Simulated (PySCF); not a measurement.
**Electron correlation in Sc (scandium, neutral)**

[Ar] 3d3, high-spin 4F determinant (an excited configuration). Calculation: PySCF 2.14, in x2c-TZVPPall (6s5p4d2f1g, 64 functions); scalar relativity by spin-free X2C-1e. Frozen: [Ne]; 11 electrons correlated.

```csv
level,correlation energy (mhartree)
CCSD,-258.26
(T),-9.01
CCSD(T),-267.27
```

Diagnostics: T1 = 0.016, D1 = 0.0430, largest double amplitude 0.071.

Cost of the coupled-cluster step: roughly 16 core-seconds, for 11 correlated electrons.

This basis was not built for core-valence correlation, so the inner-shell part is incomplete.
